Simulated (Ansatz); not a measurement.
Mulliken charges of F3HNNb (`[NH]=[Nb]([F])([F])[F]`) from B3LYP/def2-TZVPP in Ansatz (PBE0-D4/def2-TZVP geometry).

| atom | x (Å) | y (Å) | z (Å) | charge (e) |
| --- | --- | --- | --- | --- |
| N1 | -0.786 | 0.492 | 0.845 | -0.653 |
| Nb2 | 0.295 | -0.194 | -0.318 | 1.652 |
| F3 | 1.694 | -1.000 | 0.616 | -0.391 |
| F4 | -0.663 | -1.448 | -1.312 | -0.391 |
| F5 | 0.918 | 1.191 | -1.400 | -0.391 |
| H6 | -1.415 | 0.894 | 1.523 | 0.176 |

Task: By hand: the dipole of these point charges (1 e Å = 4.8032 D).

Result: Σ q r = (-0.011, 0.007, 0.010) e Å, of length 0.016 e Å = 0.08 D.

Task: How does the dipole of the full density compare? (Estimate.)

Result: The calculation gave: (-0.145, 0.093, 0.156) e Å, 1.12 D; the point charges give 0.07 times that, at 5° from its direction.

Point charges leave out the atoms' own dipoles, such as those of lone pairs, and Mulliken's split depends on the basis, so the two needn't agree.

B3LYP here is the variant with VWN-RPA as its local correlation; programs differ in this.
